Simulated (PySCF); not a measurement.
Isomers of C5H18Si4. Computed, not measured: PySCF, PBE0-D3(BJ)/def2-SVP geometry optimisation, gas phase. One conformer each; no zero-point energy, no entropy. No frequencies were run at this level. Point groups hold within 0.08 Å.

Task: Order them by energy at this level, lowest first, and give relative energies in kJ/mol.
A. `[SiH3:1][SiH:2]([SiH3:3])[SiH2:4][CH:5]1[CH2:6][CH2:7][CH2:8][CH2:9]1` with Si1–Si2–Si4–C5 -71°, Si2–Si4–C5–C6 56°, Si4–C5–C6–C7 148°, C5–C6–C7–C8 5°, C6–C7–C8–C9 -29°, C7–C8–C9–C5 42°
B. `[CH3:1][Si:2]([SiH3:3])([SiH3:4])[SiH2:5][CH:6]1[CH2:7][CH2:8][CH2:9]1` with C1–Si2–Si5–C6 -63°, Si2–Si5–C6–C7 50°, Si5–C6–C7–C8 -102°, C6–C7–C8–C9 -15°, C7–C8–C9–C6 15°, Si5–C6–C9–C8 102°
C. `[CH3:1][CH2:2][C:3]([CH3:4])([CH3:5])[SiH:6]1[SiH2:7][SiH2:8][SiH2:9]1` with C1–C2–C3–C4 -64°, C2–C3–Si6–Si7 -86°, C3–Si6–Si7–Si8 -91°, Si6–Si7–Si8–Si9 -22°, Si7–Si8–Si9–Si6 22°, C3–Si6–Si9–Si8 94°
D. `[CH3:1][C@H:2]1[CH2:3][C@@H:4]([Si@@H:5]([SiH3:6])[SiH2:7][SiH3:8])[CH2:9]1` with C3–C4–Si5–Si6 43°, C4–Si5–Si7–Si8 46°, C1–C2–C3–C4 141°, C2–C3–C4–Si5 -140°, C3–C4–C9–C2 18°, C1–C2–C9–C4 -141°

Result: C (0.0), A (15.5), B (66.9), D (94.3).

```csv
SMILES,E (Eh),E rel (kJ/mol),dipole (D),point group,"A, B, C (MHz)"
CCC(C)(C)[SiH]1[SiH2][SiH2][SiH2]1,-1358.13408,0.0,1.45,C1,"1187, 618.7, 512.0"
[SiH3][SiH]([SiH3])[SiH2]C1CCCC1,-1358.12816,15.5,1.16,C1,"1089, 454.2, 422.2"
C[Si]([SiH3])([SiH3])[SiH2]C1CCC1,-1358.10860,66.9,1.82,C1,"1139, 533.9, 473.5"
C[C@H]1C[C@@H]([Si@@H]([SiH3])[SiH2][SiH3])C1,-1358.09817,94.3,1.26,C1,"919.7, 514.0, 373.9"
```

Task: How do the relative energies change in single points at CAM-B3LYP/pcSseg-1 (no added dispersion term) on the same geometries?

Result: 
```csv
SMILES,PBE0-D3(BJ)/def2-SVP (kJ/mol),CAM-B3LYP/pcSseg-1 (kJ/mol),shift
CCC(C)(C)[SiH]1[SiH2][SiH2][SiH2]1,0.0,9.4,+9.4
[SiH3][SiH]([SiH3])[SiH2]C1CCCC1,15.5,0.0,-15.5
C[Si]([SiH3])([SiH3])[SiH2]C1CCC1,66.9,57.2,-9.7
C[C@H]1C[C@@H]([Si@@H]([SiH3])[SiH2][SiH3])C1,94.3,74.5,-19.8
```

Each column counts from its own lowest isomer. [SiH3][SiH]([SiH3])[SiH2]C1CCCC1 becomes the lowest; the largest shift is 19.8 kJ/mol.
